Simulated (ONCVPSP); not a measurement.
S (Z = 16), ONCV: configuration errors across variants

S (Z = 16), optimised norm-conserving Vanderbilt (ONCV), made with ONCVPSP 4.0.1 (PBE, scalar-relativistic). Core [He], reference 2s2 2p6 3s2 3p3.75 (charge +0.25). Waves: 2s+3s: rc 0.80 bohr, ncon 4, nbas 8, qcut 17.5 1/bohr, 2 projectors; 2p+3p: rc 0.70 bohr, ncon 3, nbas 7, qcut 22.7 1/bohr, 2 projectors; d scattering state at 0.22 Ha: rc 0.80 bohr, ncon 5, nbas 9, qcut 11.6 1/bohr, 2 projectors, debl 1.5 Ha. Local part: polynomial inside 0.45 bohr (lpopt 3, dvloc0 0 Ha). Core correction: Teter function, fcfact 4.75, rcfact 1.5.

All-electron excitation energies from the reference (eV): (1) 2s2 2p6 3s2 3p4 -2.036; (2) 2s2 2p6 3s2 3p3 9.732; (3) 2s2 2p6 3s2 3p2 32.016; (4) 2s2 2p6 3s2 3p1 66.058.

2 further variants failed, have other tests or too few solved ones, and are left out.

Errors AE − PS in meV (a dash: test not solved or not reliable):

```csv
change,(1),(2),(3),(4),bound ghosts,GHOST(+) flags above zero
base,-0.1,+0.5,+2.4,+7.5,none,d
p: qcut 25.7,-0.1,+0.5,+2.3,+6.9,none,d
s: nbas 9,-0.1,+0.5,+2.4,+7.5,none,d
"d: rc 0.7, qcut 13.3",-0.1,+0.5,+2.4,+7.5,none,d
"d: rc 0.7, qcut 13.3, nproj 0; local potential the d channel",-0.1,+0.5,+2.3,+7.4,none,none
p: rc 0.9,0.0,+0.2,+1.8,+7.4,none,d
"local potential polynomial inside 0.45 bohr (lpopt 3, dvloc0 3 Ha)",-0.1,+0.5,+2.4,+7.5,none,d
s: rc 1.16,-0.1,+0.6,+2.6,+8.4,none,d
s: qcut 18.9,-0.1,+0.5,+2.4,+7.4,none,d
```

Problem. Give the same row for: core correction Teter function, fcfact 4.75, rcfact 2.04.

Solution. -0.1, +0.5, +2.3, +7.0; bound ghosts: none; GHOST(+) flags above zero: d.
